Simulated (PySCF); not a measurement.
From a computed spectrum to the compound

A species of 4 atoms with charge 0 has these harmonic modes (PBE0, small Gaussian bases with core potentials, PySCF 2.14.0):

```json
{"cm⁻¹": "152", "km/mol": "30.6", "symmetry": "a'"}
{"cm⁻¹": "419", "km/mol": "140.8", "symmetry": "a'"}
{"cm⁻¹": "507", "km/mol": "165.3", "symmetry": "a''"}
{"cm⁻¹": "572", "km/mol": "112.6", "symmetry": "a'"}
{"cm⁻¹": "814", "km/mol": "187.1", "symmetry": "a'"}
{"cm⁻¹": "3949", "km/mol": "93.3", "symmetry": "a'"}
```

(1) Which species is it, and in which structure?

Results:

(1) SmO(OH) (singlet in the valence; each metal's 4f electrons, 5 of them, lie in its core potential, out of spins and levels):
```xyz
4

Sm    0.0733   -0.0133   -0.1957
O     1.3295    0.0671    1.1773
O    -1.8799    0.0523    0.5901
H    -2.3193    0.1112    1.4424
```
Ideal gas at 298.15 K and 1 bar: S = 311.5 J/(mol K), Cp = 59.5 J/(mol K), H − H(0 K) = 13.6 kJ/mol (rigid rotor, harmonic modes, spin degeneracy alone, that of the 4f electrons in the core included). An lcecp potential fixes the number of 4f electrons, so in runs with it no electron can move into or out of that shell.
 Other answers can fit too; this one was computed.
